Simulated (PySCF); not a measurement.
## `FC[Si@@H]1C[SiH2][C@@H](F)C1`, C4H10F2Si2

Geometry:
| atom | x (Å) | y (Å) | z (Å) |
| --- | --- | --- | --- |
| F1 | 2.711 | -0.820 | 0.511 |
| C2 | 2.516 | -0.024 | -0.602 |
| Si3 | 0.667 | 0.483 | -0.722 |
| C4 | 0.063 | 1.216 | 0.935 |
| Si5 | -1.509 | 0.251 | 1.422 |
| C6 | -1.790 | -0.714 | -0.221 |
| F7 | -2.473 | 0.146 | -1.088 |
| C8 | -0.446 | -1.061 | -0.851 |
| H9 | 2.858 | -0.604 | -1.460 |
| H10 | 3.174 | 0.839 | -0.484 |
| H11 | 0.536 | 1.387 | -1.872 |
| H12 | 0.824 | 1.130 | 1.707 |
| H13 | -0.151 | 2.278 | 0.833 |
| H14 | -1.272 | -0.708 | 2.504 |
| H15 | -2.670 | 1.099 | 1.685 |
| H16 | -2.434 | -1.596 | -0.142 |
| H17 | -0.018 | -1.893 | -0.291 |
| H18 | -0.595 | -1.401 | -1.876 |

Method: GIAO PBE0/pcSseg-1 magnetisability, rotational g tensor and spin-rotation constants, non-relativistic, gas phase in PySCF 2.14.0. Geometry: GFN2-xTB.

(1) How diamagnetic is it, and how anisotropic?

(2) Split it along the inertial axes a, b, c into diamagnetic and paramagnetic parts about the centre of mass, with the quadrupole moment.

(3) And the rotational g tensor?

Answers

(1) Isotropic -1514 × 10⁻³⁰ J/T², or -91.2 × 10⁻⁶ cm³/mol; principal values -1684, -1445, -1413 × 10⁻³⁰ J/T², anisotropy 257 × 10⁻³⁰ J/T² (root of half the summed squared differences of the principal values). The susceptibility is in cgs units.

(2) 
| axis | χ (10⁻⁶ cm³/mol) | diamagnetic (10⁻⁶ cm³/mol) | paramagnetic (10⁻⁶ cm³/mol) | summed x² of all electrons (Å²) | quadrupole Θ (D Å) |
| --- | --- | --- | --- | --- | --- |
| a | -88.0 | -660.7 | 572.7 | 267.0 | -5.43 |
| b | -90.7 | -1374.4 | 1283.7 | 98.7 | +2.31 |
| c | -94.8 | -1551.5 | 1456.7 | 57.0 | +3.12 |

Anisotropies 2χaa − χbb − χcc = +9.4 and 2χbb − χaa − χcc = +1.5 × 10⁻⁶ cm³/mol. Θ is traceless in Buckingham's convention.

(3) 
```
axis  rotational constant (GHz)        g  nuclear part  electronic part
   a                     2.2873  -0.0242        0.5912          -0.6154
   b                     0.9096  -0.0104        0.5381          -0.5486
   c                     0.7972  -0.0078        0.5378          -0.5456
```
Asymmetric top; isotopes 12C, 19F, 1H, 28Si; no vibrational averaging.
